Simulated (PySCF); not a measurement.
Working out the ionisation energy of N⁺

N⁺ [He] 2s2 2p2 (3P) → N²⁺ [He] 2s2 2p1 (2P). Computed with PySCF 2.14 in x2c-TZVPPall with one added diffuse shell each of s, p, d type (6s4p3d1f, 40 functions), with scalar relativity by spin-free X2C-1e. Frozen: nothing. Energies in hartree (1 hartree = 27.21139 eV):

| part | N⁺ (lower) | N²⁺ (upper) |
| --- | --- | --- |
| UHF | -53.921566 | -52.848345 |
| MP2 opposite-spin | -0.073985 | -0.067855 |
| MP2 same-spin | -0.013699 | -0.004254 |

Task: What does Hartree-Fock give?

Result: (-52.848345) − (-53.921566) = 1.073221 hartree = 29.204 eV.

Task: What do MP2 and SCS-MP2 (6/5 opposite-spin, 1/3 same-spin) give?

Result: The opposite-spin parts differ by 0.167 eV and the same-spin parts by 0.257 eV. MP2: 29.204 + (0.167) + (0.257) = 29.628 eV. SCS-MP2: 29.204 + 1.2 × (0.167) + (0.257)/3 = 29.490 eV.

A first-order spin-orbit estimate adds -0.003 eV to MP2 (valence and next inner shell), giving 29.625 eV against 29.601 eV (semi-empirical (NIST evaluation); NIST Atomic Spectra Database, ionization energies).

What remains against the reference includes basis incompleteness and correlation beyond second order.
